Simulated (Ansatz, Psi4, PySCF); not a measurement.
C$_{5}$H$_{12}$B (SMILES [CH2]B(CC)CC), doublet, geometry from GFN2-xTB. Base run: PBE/def2-SVP (PySCF).

PySCF was given this input:
```python
from pyscf import gto, scf, dft

mol = gto.M(
    atom='''
C     0.104090    0.618832   -1.643246
B    -0.036732    0.386087   -0.176444
C     1.170714   -0.052867    0.768688
C     2.475888   -0.451678    0.082724
C    -1.475183    0.549100    0.517368
C    -2.264545   -0.751070    0.319084
H     1.021739    0.925032   -2.120996
H    -0.715777    0.526620   -2.339426
H     0.855024   -0.872370    1.420101
H     1.371382    0.787438    1.442632
H     2.317803   -1.301654   -0.577361
H     2.866343    0.371958   -0.510339
H     3.231856   -0.727673    0.816962
H    -1.391054    0.744771    1.587367
H    -2.052474    1.368411    0.085691
H    -2.390189   -0.967764   -0.739213
H    -1.744730   -1.589281    0.777592
H    -3.252049   -0.669828    0.771508
''',
    basis='def2-svp',
    charge=0,
    spin=1,
    verbose=4,
)

mf = dft.UKS(mol)
mf.xc = 'pbe'
mf.kernel()
```

The same geometry, method and basis name were run in Ansatz (a program for electronic structure) and Psi4 and PySCF, at each program's defaults and at the settings that a row names. The base is PySCF at its defaults. Differences at the defaults can come from grids, fitting, cores and function types together.

```csv
code and settings,ΔE vs base (mEh),basis functions,E (Eh),SCF cycles,dipole (D)
"PySCF, defaults (exact integrals, its default grid, spherical functions)",0.000,144,-222.05514,12,0.40
"Psi4, defaults (density fitting with its default set, its default grid, spherical functions)",-0.105,144,-222.05525,11,0.40
"Ansatz, defaults (factorised integrals, its default grid, spherical functions)",0.016,144,-222.05513,-,-
"PySCF, density fitting with def2-universal-jkfit",-0.121,144,-222.05526,12,0.40
"PySCF, fine grid",0.017,144,-222.05513,12,0.40
"Psi4, exact integrals, spherical functions, fine grid",0.017,144,-222.05513,15,0.40
"Ansatz, high accuracy",0.017,144,-222.05513,-,-
```

Open shells are given as the SCF converged; they aren't shown to be the lowest states, and a large step between rows can be another state.
